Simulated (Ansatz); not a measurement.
Mulliken charges of CH3BBrFO, SMILES `COB(F)Br` from ωB97M-V/def2-TZVPP in Ansatz (PBE0-D4/def2-TZVP geometry).

| atom | x (Å) | y (Å) | z (Å) | charge (e) |
| --- | --- | --- | --- | --- |
| C1 | -0.908 | -0.550 | -0.367 | -0.133 |
| O2 | 0.287 | -0.587 | 0.388 | -0.258 |
| B3 | 1.161 | 0.403 | 0.548 | 0.359 |
| F4 | 2.225 | 0.190 | 1.297 | -0.211 |
| Br5 | 0.980 | 2.152 | -0.252 | -0.115 |
| H6 | -0.908 | -1.406 | -1.043 | 0.128 |
| H7 | -1.755 | -0.633 | 0.316 | 0.127 |
| H8 | -0.991 | 0.374 | -0.942 | 0.102 |

Question: By hand: the dipole of these point charges (1 e Å = 4.8032 D).

Answer: Σ q r = (-0.559, -0.141, -0.289) e Å, of length 0.645 e Å = 3.10 D.

Question: How does the dipole of the full density compare? (Estimate.)

Answer: Ansatz gave: (-0.434, -0.141, -0.214) e Å, 2.42 D; the point charges give 1.28 times that, at 4° from its direction.

Point charges leave out the atoms' own dipoles, such as those of lone pairs, and Mulliken's split depends on the basis, so the two needn't agree.
